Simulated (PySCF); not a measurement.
**Calculated NMR data**

All values are calculated (PySCF 2.14.0 with density-fitted response routines): structure optimised with GFN2-xTB, PBE0/pcSseg-1 with gauge-including orbitals. Non-relativistic Hamiltonian, rapidly exchanging positions averaged, one conformer, no solvent.

Chemical shifts δ = σref − σ; $^{1}$H (31.72 ppm) and $^{13}$C (186.93 ppm) vs TMS, all at this level. Where no couplings were computed, multiplicities follow the n + 1 count of equivalent neighbours, and m marks all less simple cases (inequivalent or close neighbours, rings, F or P nearby). Shifts are as computed. Against solution values, carbons near 30 ppm lie about +3 ppm off and those near 130 ppm about +5 ppm. Of 1309 compounds with measured shifts, 239 miss one by over three times the rms of a fit or turn the order of signals round; such compounds aren't used in these exercises. OH and NH positions are gas-phase values without hydrogen bonding to other molecules.

**1.** 5-methyl-1,4-hexadiene, C7H12. $^{1}$H NMR (400 MHz, computed): δ 5.86 (m, 1H), 5.39 (t, 1H), 5.34 (m, 1H), 5.18 (m, 1H), 2.89 (m, 2H), 1.80 (s, 3H), 1.77 (s, 3H). $^{13}$C{$^{1}$H} NMR (computed): δ 147.0 (CH), 139.4 (C), 130.6 (CH), 120.3 (CH2), 39.8 (CH2), 29.1 (CH3), 19.3 (CH3).

**2.** `InChI=1S/C5H6N2Si/c1-2-5-3-6-4-7(5)8/h1,3-4H,8H3`. $^{1}$H NMR (400 MHz, computed): δ 7.83 (m, 1H), 7.22 (m, 1H), 5.07 (s, 3H), 3.37 (s, 1H). $^{13}$C{$^{1}$H} NMR (computed): δ 148.4 (CH), 144.7 (CH), 121.1 (C), 95.6 (CH), 78.5 (C).

**3.** SMILES OCC([SiH3])[SiH3], C2H10OSi2. $^{1}$H NMR (400 MHz, computed): δ 3.97 (d, 2H), 3.86 (d, 6H), 0.65 (m, 1H), 0.32 (br s, 1H). $^{13}$C{$^{1}$H} NMR (computed): δ 67.4 (CH2), 11.2 (CH).
